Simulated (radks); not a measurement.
Values are calculated unless marked as measured or tabulated.
Task: Mo+, configuration [Kr] 4d5. Level of theory: Dirac Kohn-Sham, PBE, spin-unpolarised, spherical densities, finite nucleus; open shells fill j = l - 1/2 first; Fermi nuclear charge, rms radius 4.4091 fm (a radial shooting solver on a logarithmic mesh with Libxc functionals). Some entries of the table are withheld. Estimate them.

| orbital | occ. | eigenvalue (eV) | <r> (bohr) | <1/r> (bohr^-1) |
|---|---|---|---|---|
| 1s1/2 | 2 | -19819.09 | 0.03517 | 43.55 |
| 2s1/2 | 2 | -2804.142 | 0.1534 | (1) |
| 2p1/2 | 2 | -2580.180 | 0.1308 | 9.889 |
| 2p3/2 | 4 | -2473.617 | 0.1353 | 9.416 |
| 3s1/2 | 2 | -482.7657 | (2) | 3.391 |
| 3p1/2 | 2 | -397.5352 | (3) | 3.289 |
| 3p3/2 | 4 | -379.9918 | (4) | 3.175 |
| 3d3/2 | 4 | -229.3403 | 0.4132 | 2.986 |
| 3d5/2 | 6 | -226.0192 | 0.4167 | 2.957 |
| 4s1/2 | 2 | -70.9648 | 1.109 | 1.233 |
| 4p1/2 | 2 | -46.8579 | 1.218 | 1.109 |
| 4p3/2 | 4 | -44.3863 | 1.250 | 1.075 |
| 4d3/2 | 4 | -10.4742 | 1.883 | 0.7194 |
| 4d5/2 | 1 | -10.2600 | 1.906 | 0.7106 |

Result: 
(1) 2s1/2 <1/r> (bohr^-1): 9.913
(2) 3s1/2 <r> (bohr): 0.4287
(3) 3p1/2 <r> (bohr): 0.4233
(4) 3p3/2 <r> (bohr): 0.4339
